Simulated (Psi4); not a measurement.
H3GeISi (SMILES [SiH3][Ge][I]), singlet, at the geometry of the source list (core potentials on I); PBE/def2-SVP run with Psi4 1.11.

The Psi4 input:
```
memory 2 GB

molecule mol {
0 1
Ge    0.030300   -1.198400    1.453100
I    -0.158300   -3.094200   -0.262500
Si    0.018200    0.719200   -0.078400
H    -0.852800    1.767600    0.483500
H    -0.410800    0.511100   -1.464700
H     1.373400    1.294700   -0.130900
}

set {
  basis def2-svp
  reference rks
}

energy('pbe')
print_variables()
```

Question: What does Psi4 print? Leave out banner, timings and long lists.

Answer: 
```
   => Loading Basis Set <=

    Name: DEF2-SVP
    Role: ORBITAL
    Keyword: BASIS

    !!!  WARNING: ECP capability is in beta. Please check occupations closely.  !!!

         ---------------------------------------------------------
                                   SCF
               by Justin Turney, Rob Parrish, Andy Simmonett
                          and Daniel G. A. Smith
                              RKS Reference
         ---------------------------------------------------------

  ==> Geometry <==

    Molecular point group: c1
    Full point group: C1

    Geometry (in Angstrom), charge = 0, multiplicity = 1:

       Center              X                  Y                   Z               Mass
    ------------   -----------------  -----------------  -----------------  -----------------
         GE           0.104620063979     0.775202993699     1.147749303314    73.921177761000
         I           -0.083979936021    -1.120597006301    -0.567850696686   126.904471900000
         SI           0.092520063979     2.692802993699    -0.383750696686    27.976926534650
         H           -0.778479936021     3.741202993699     0.178149303314     1.007825032230
         H           -0.336479936021     2.484702993699    -1.770050696686     1.007825032230
         H            1.447720063979     3.268302993699    -0.436250696686     1.007825032230

  Running in c1 symmetry.

  Rotational constants: A =      0.15250  B =      0.03508  C =      0.02879 [cm^-1]
  Rotational constants: A =   4571.96036  B =   1051.59413  C =    863.12647 [MHz]
  Nuclear repulsion =  350.352781857184482

  Charge       = 0
  Multiplicity = 1
  Electrons    = 74
  Nalpha       = 37
  Nbeta        = 37

  ==> Algorithm <==

  SCF Algorithm Type is DF.
  DIIS enabled.
  MOM disabled.
  Fractional occupation disabled.
  Guess Type is SAD.
  Energy threshold   = 1.00e-06
  Density threshold  = 1.00e-06
  Integral threshold = 1.00e-12

  ==> Primary Basis <==

  Basis Set: DEF2-SVP
    Blend: DEF2-SVP
    Number of shells: 39
    Number of basis functions: 91
    Number of Cartesian functions: 97
    Spherical Harmonics?: true
    Max angular momentum: 2

  Core potential: DEF2-SVP
    Number of shells: 4
    Number of ECP primitives: 29
    Number of ECP core electrons: 28
    Max angular momentum: 3

  ==> DFT Potential <==

   => LibXC <=

    Version 7.1.2
[...]
   @DF-RKS iter   5: -2665.17695587631169   -8.46231e-02   4.28454e-04 DIIS/ADIIS
   @DF-RKS iter   6: -2665.17814532829516   -1.18945e-03   1.71296e-04 DIIS/ADIIS
   @DF-RKS iter   7: -2665.17832184464987   -1.76516e-04   3.42436e-05 DIIS
   @DF-RKS iter   8: -2665.17833045352018   -8.60887e-06   9.34647e-06 DIIS
   @DF-RKS iter   9: -2665.17833116862448   -7.15104e-07   1.34067e-06 DIIS
   @DF-RKS iter  10: -2665.17833117979353   -1.11690e-08   7.03951e-07 DIIS
  Energy and wave function converged.

  ==> Post-Iterations <==

   Electrons on quadrature grid:
      Ntotal   =   74.0000167850 ; deviation = 1.679e-05

    Orbital Energies [Eh]
    ---------------------

    Doubly Occupied:

[...]
      37A     -0.202428

    Virtual:

[...]
    Final Occupation by Irrep:
              A
    DOCC [    37 ]
    NA   [    37 ]
    NB   [    37 ]

  @DF-RKS Final Energy: -2665.17833117979353

   => Energetics <=

    Nuclear Repulsion Energy =            350.3527818571844819
    One-Electron Energy =               -4513.8361788807287667
    Two-Electron Energy =                1621.0650982852282596
    DFT Exchange-Correlation Energy =    -122.7600324414779465
    Empirical Dispersion Energy =           0.0000000000000000
    VV10 Nonlocal Energy =                  0.0000000000000000
    Total Energy =                      -2665.1783311797935312

Computation Completed

Properties will be evaluated at   0.000000,   0.000000,   0.000000 [a0]

Properties computed using the SCF density matrix

 Multipole Moments:

 ------------------------------------------------------------------------------------
     Multipole            Electronic (a.u.)      Nuclear  (a.u.)        Total (a.u.)
 ------------------------------------------------------------------------------------

 L = 1.  Multiply by 2.5417464519 to convert [e a0] to [Debye]
 Dipole X            :         -5.4131998            5.4355794            0.0223795
 Dipole Y            :        -82.9205491           83.1196443            0.1990952
 Dipole Z            :        -28.3284981           28.5935376            0.2650394
 Magnitude           :                                                    0.3322433

 ------------------------------------------------------------------------------------

  Variable Map:
  ----------------------------------------------------------------------------
[...]
  Array Variable Map:
  ----------------------------------------------------------------------------
[...]
[...]
```
